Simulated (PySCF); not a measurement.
Species: C₉H₁₀.
SMILES with atom numbers: `[CH2:1]=[C:2]1[CH:3]=[CH:4][CH:5]=[CH:6][CH:7]=[C:8]1[CH3:9]`

Structure used (GFN2-xTB), in Å, numbered top down from 1:
```
atom  x, y, z in Å
C1     1.031   -1.977    0.597
C2     0.275   -0.976    0.127
C3    -1.076   -1.268   -0.337
C4    -2.168   -0.488   -0.324
C5    -2.279    0.864    0.137
C6    -1.269    1.741    0.297
C7     0.121    1.527    0.024
C8     0.816    0.376   -0.061
C9     2.289    0.448   -0.346
H10    2.037   -1.837    0.945
H11    0.632   -2.973    0.690
H12   -1.199   -2.284   -0.694
H13   -3.098   -0.931   -0.662
H14   -3.288    1.211    0.320
H15   -1.522    2.750    0.601
H16    0.689    2.444   -0.090
H17    2.560    1.412   -0.770
H18    2.857    0.312    0.575
H19    2.582   -0.340   -1.037
```

Probes without a nucleus sit at each ring's centroid and 1 Å off its mean plane on both sides; NICS is minus the shielding there, NICSzz its component along the normal. Level: GIAO PBE0/pcSseg-1 (PySCF, non-relativistic, gas phase) on the GFN2-xTB geometry, one conformer.

Ring bond lengths (Å), with Mayer bond orders in brackets: C2–C3 1.458 (1.07), C3–C4 1.342 (1.78), C4–C5 1.433 (1.18), C5–C6 1.347 (1.72), C6–C7 1.433 (1.20), C7–C8 1.347 (1.72), C8–C2 1.468 (1.04).

Problem. What do the NICS probes read (ppm)?

Solution. 
```json
{"ring": "C2–C3–C4–C5–C6–C7–C8", "type": "7-membered carbocycle; formal bonds all aromatic", "NICS(0)": "3.5", "NICS(1), two faces": "0.1 / -1.3", "NICS(1)zz, two faces": "4.8 / 2.9", "rms pucker (Å)": "0.16", "centre to ring atoms, mean (Å)": "1.60"}
```

Problem. What can be read from them?

Solution. 
- C2–C3–C4–C5–C6–C7–C8: mean NICS(1)zz 3.8 ppm, deshielded. The ring is puckered (0.16 Å rms).

Problem. And the bond-length index? HOMA takes Krygowski's 1993 parameters.

Solution. 
- C2–C3–C4–C5–C6–C7–C8: HOMA 0.23 = 1 − EN − GEO, with mean bond length 1.404 Å, EN = α(Ropt − mean)² = 0.066 and GEO = α × variance = 0.699.

Problem. What field does 7.05 T along the ring normal induce along that normal at the second NICS(1) probe listed for ring C2–C3–C4–C5–C6–C7–C8, 1 Å off the ring?

Solution. NICSzz × B0 = 2.9 ppm × 7.05 T = 20 μT, along the applied field.

Problem. List the ring angles and the Hirshfeld charges of the ring atoms.

Solution. 
- C2–C3–C4–C5–C6–C7–C8: C2 119.0° (-0.001 e), C3 129.4° (-0.035 e), C4 127.9° (-0.051 e), C5 126.5° (-0.050 e), C6 127.4° (-0.047 e), C7 129.8° (-0.056 e), C8 126.0° (+0.025 e); sum 886.1° against 900° for a flat convex ring.

Hardware: one thread of an x86-64 server (shared host). Cost: 40 s. This is the whole shielding run at PBE0/pcSseg-1, SCF included.
